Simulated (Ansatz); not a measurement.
Zr2O2⁺, relaxed as a doublet with UKS r2SCAN-D4/def2-TZVP in Ansatz, starting from the GFN2-xTB geometry. Force threshold 0.02 eV/Å.

In the def2 sets Zr takes a core potential; there is no spin–orbit coupling. The charge 1 doublet is spin-contaminated (final ⟨S²⟩ up to 1.29, 0.75 for a pure state). The structure comes from a short search, and lower isomers may exist.

Start:

```tsv
atom	x (Å)	y (Å)	z (Å)
Zr1	0.2562	-1.5066	0.5454
Zr2	0.3707	1.3178	-0.8762
O3	0.4662	-0.4663	1.9771
O4	-1.0931	0.6551	-1.6464
```

Q: Estimate the energy that the relaxation releases and the steps that it takes.

A: 274.9 kJ/mol, in 14 steps; 2 min on 2 threads of Arm Neoverse V1 on a shared host. No frequencies were taken in this run, so the end may be a saddle point.

Q: Does the start keep its bonding and symmetry?

A: Bonds formed: Zr1–O4, Zr2–O3 (atoms count from 1). Point group C2 at the start, Cs at the end, both within 0.05 Å.

Q: Predict the relaxed structure.

A: 
Cartesian coordinates in Å:
```
Zr -0.106 -1.330 0.038
Zr 0.523 1.252 -0.263
O 0.420 0.022 1.280
O -0.837 0.055 -1.055
```
Bond lengths (bridged metal pairs left out): 4 × O–Zr 1.91 to 1.98 Å.
